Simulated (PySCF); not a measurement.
Geometry:
```csv
atom,x (Å),y (Å),z (Å)
C1,1.082,-0.815,0.870
C2,0.711,0.027,-0.309
C3,1.501,1.019,-0.702
F4,1.235,1.798,-1.790
C5,-0.597,-0.260,-0.898
S6,-1.860,0.191,0.409
O7,-1.845,-0.940,1.339
O8,-1.397,1.436,1.002
O9,-3.103,0.303,-0.345
H10,1.353,-1.821,0.544
H11,1.912,-0.387,1.428
H12,0.197,-0.892,1.503
H13,2.426,1.318,-0.231
H14,-0.835,0.344,-1.766
H15,-0.784,-1.313,-1.073
```

Total charge -1.

Geometry: GFN2-xTB; GIAO shifts from PySCF, gas phase, non-relativistic, averaged over equivalent atoms.

At PBE0/pcseg-1 (160 basis functions, 23 s wall time on 1 thread of an Arm Neoverse V2, shared host):
| atoms | δ (ppm) |
| --- | --- |
| C3 | 148.8 |
| C2 | 128.4 |
| C5 | 59.8 |
| C1 | 18.6 |
| F4 | -146.4 |
| O7/O8/O9 | 224.6 |
| H13 | 6.58 |
| H14/H15 | 2.98 |
| H10/H11/H12 | 2.34 |

Scale: 13C (σref 196.96) and 1H (σref 31.87) vs TMS; CFCl3 for 19F (σref 181.73); 17O (σref 339.55) vs H2O (reference shieldings calculated alike).

Question: Estimate the result of repeating the calculation with PBE0/pcSseg-1.

Answer: 
```csv
atoms,δ at PBE0/pcSseg-1,change
C3,149.9,+1.1
C2,128.1,-0.3
C5,59.5,-0.3
C1,17.6,-1.0
F4,-149.3,-2.9
O7/O8/O9,239.4,+14.8
H13,6.55,-0.03
H14/H15,3.06,+0.08
H10/H11/H12,2.34,+0.00
```

Shifts are taken against calculated references (same method and geometry level): TMS for 13C (σ = 186.93 ppm) and 1H (σ = 31.72 ppm); 19F (σ = 170.95 ppm) vs CFCl3; 17O (σ = 336.08 ppm) vs H2O.

The largest change is at O7/O8/O9 (oxygen of an anionic S–O group). Cost: 190 basis functions, 29 s wall time on 1 thread of an Arm Neoverse V2, shared host. The order of the carbon signals is the same at both levels.

Unscaled 19F shifts against computed CFCl3 carry errors that often reach 10 to 50 ppm. Experimental scales use liquid or dissolved standards, which lie at an offset from isolated H2O (liquid H2O: subtract about 36 ppm).
